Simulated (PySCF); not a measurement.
Ionisation energy of Ru⁺ by level of theory

Ru⁺ [Kr] 4d7 (4F) → Ru²⁺ [Kr] 4d6 (5D), as a difference of total energies. Computed with PySCF 2.14 in x2c-TZVPPall with one added diffuse shell each of s, p, d, f type (9s7p7d3f1g, 95 functions), with the spin-free X2C one-electron Hamiltonian (Gaussian nucleus). Correlated levels: valence: [Kr] frozen; valence and next inner shell: [Ar] 3d10 frozen. The calculations carry no spin-orbit coupling.

```csv
method,ionisation energy (eV)
UHF,14.918
LDA,17.313
PBE,17.035
PBE0,16.772
r2SCAN,16.758
M06,16.789
TPSS,16.958
LC-wPBE,16.680
TPSSh,16.861
MP2 (valence),16.342
SCS-MP2 (valence),16.491
MP2 (valence and next inner shell),16.457
SCS-MP2 (valence and next inner shell),16.432
```

Problem. How much does correlation contribute at MP2 (valence and next inner shell)?

Solution. 16.457 − (14.918) = 1.539 eV, measured against UHF.

A first-order spin-orbit estimate (lowest level to lowest level, LS coupling) adds 0.051 eV.

Errors of the correlated levels include the incompleteness of this basis and the frozen core.

For comparison: 16.76 ± 0.06 eV (semi-empirical (NIST evaluation); NIST Atomic Spectra Database, ionization energies).
